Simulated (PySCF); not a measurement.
**Ionisation energy of Mo²⁷⁺ by level of theory**

Mo²⁷⁺ [Ne] 3s2 3p3 (4S) → Mo²⁸⁺ [Ne] 3s2 3p2 (3P), as a difference of total energies. Calculation: PySCF 2.14, in an even-tempered Gaussian basis (16 s from 3.6 bohr⁻², ratio 2.5; 10 p from 4.7 bohr⁻², ratio 2.5; 5 d from 20 bohr⁻², ratio 2.7; 4 f from 30 bohr⁻², ratio 2.7); no relativity, point nucleus. Correlated levels: outer shells: 1s2 frozen; virtual orbitals above 40 to 60 times the deepest correlated orbital energy dropped. The calculations carry no spin-orbit coupling.

```tsv
method	ionisation energy (eV)
UHF	1450.3
MP2 (outer shells)	1450.7
SCS-MP2 (outer shells)	1450.4
CCSD (outer shells)	1450.4
CCSD(T) (outer shells)	1450.4
```

Spin-orbit coupling is strong in these open shells (close to jj coupling). The scalar numbers leave it out and a first-order estimate fails, so it can dominate the gap to the real levels.

All relativistic terms are absent from these numbers, so their closeness to the reference says little about the methods.

For comparison: 1462 ± 6 eV (semi-empirical (NIST evaluation); NIST Atomic Spectra Database, ionization energies).
